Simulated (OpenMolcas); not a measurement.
# How basis sets differ on GaHClOF (SMILES [OH][Ga]([F])[Cl])

GaHClOF: 5 atoms, total charge 0, spin state singlet. SMILES: `[OH][Ga]([F])[Cl]`. The coordinates come from a PBE0-D4/def2-TZVP relaxation. This is one conformer, not always the lowest.

```xyz
5

O    -0.4114   -1.2129    0.5674
Ga    0.0247    0.1940   -0.3972
F    -0.3418    0.1437   -2.0898
Cl    0.9603    1.9231    0.3823
H    -0.1820   -1.1214    1.4958
```

Each level gives the dipole moment (D). The values are calculated.

| level | kind | program | value (D) | CPU time |
| --- | --- | --- | --- | --- |
| HF/ANO-R0 (sfX2C) | Hartree–Fock | OpenMolcas | 1.80 | 4.2 s |
| HF/ANO-RCC-MB (DKH2) | Hartree–Fock | OpenMolcas | 2.09 | 7.9 s |
| HF/STO-3G | Hartree–Fock | OpenMolcas | 1.64 | 4 s |
| HF/3-21G | Hartree–Fock | OpenMolcas | 2.40 | 5.2 s |
| HF/def2-SVPD | Hartree–Fock | OpenMolcas | 2.40 | 38 s |

All-electron rows without a relativistic Hamiltonian named are non-relativistic. The values span 1.64 to 2.40 D. Magnitudes only. Sets without polarisation functions give poor dipoles. Times are those of the runs behind each value, whatever else they computed, on shared processors of several kinds: orders of magnitude only.
